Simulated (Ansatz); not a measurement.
Mulliken charges of C$_{2}$H$_{4}$AlNSe, SMILES `[Se]=[C]1C[NH][AlH]1` from ωB97M-V/def2-TZVPP in Ansatz (PBE0-D4/def2-TZVP geometry).

```tsv
atom	x (Å)	y (Å)	z (Å)	charge (e)
Se1	0.242	1.698	-2.284	-0.071
C2	-0.069	0.769	-0.836	-0.282
C3	0.741	-0.413	-0.328	0.019
N4	0.002	-0.754	0.897	-0.312
Al5	-1.221	0.515	0.745	0.406
H6	0.753	-1.219	-1.075	0.111
H7	1.783	-0.115	-0.145	0.111
H8	0.335	-1.527	1.447	0.085
H9	-2.479	1.000	1.562	-0.066
```

**Question.** By hand: the dipole of these point charges (1 e Å = 4.8032 D).

**Answer.** Σ q r = (-0.006, -0.245, 0.299) e Å, of length 0.387 e Å = 1.86 D.

**Question.** How does the dipole of the full density compare? (Best estimate.)

**Answer.** Ansatz gave: (-0.076, -0.339, 0.487) e Å, 2.87 D; the point charges give 0.65 times that, at 8° from its direction.

Point charges leave out the atoms' own dipoles, such as those of lone pairs, and Mulliken's split depends on the basis, so the two needn't agree.
